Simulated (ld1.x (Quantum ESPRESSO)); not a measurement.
**An all-electron radial function and its pseudo partner (Ho)**

Columns: radius, all-electron u(r) and pseudo u(r) of the 6p shell (level -3.54 eV) of holmium in the configuration [Kr] 4d10 4f10 5s2 5p6 5d1 6s1.5 6p0; PW91, scalar-relativistic, PAW scheme, ld1.x (Quantum ESPRESSO) 7.5.

```
r (bohr)  all-electron   pseudo
   0.185       -0.0790  -0.0465
   0.370        0.1096  -0.1714
   0.555        0.0720  -0.3363
   0.740       -0.0750  -0.4911
   0.925       -0.1808  -0.5905
   1.110       -0.2167  -0.6073
   1.295       -0.1969  -0.5393
   1.480       -0.1420  -0.4068
   1.665       -0.0688  -0.2432
   1.850        0.0112  -0.0822
   2.035        0.0906   0.0533
   2.220        0.1652   0.1561
   2.405        0.2330   0.2322
   2.590        0.2928   0.2928
   2.775        0.3444   0.3444
   2.960        0.3880   0.3880
   3.145        0.4238   0.4238
   3.330        0.4522   0.4522
   3.515        0.4738   0.4738
   3.700        0.4890   0.4890
   3.885        0.4984   0.4984
   4.070        0.5026   0.5026
   4.255        0.5024   0.5024
   4.440        0.4983   0.4983
   4.625        0.4909   0.4909
   4.810        0.4809   0.4809
```

(1) How many radial nodes do the two functions have?

(2) At about which radius was the pseudo-wave matched?

(3) Is the pseudo-wave norm-conserving?

Results:

(1) The all-electron 6p function has n − l − 1 = 4 (the table is too coarse to show those close to the nucleus); the pseudo-wave has 1, since 1 lower shell of the same l stays in the valence.

(2) 2.65 bohr, where the columns begin to agree (steps of 0.18 bohr).

(3) No, it belongs to a PAW set: the norm inside the radius is not constrained, and the difference is carried by the augmentation charge.
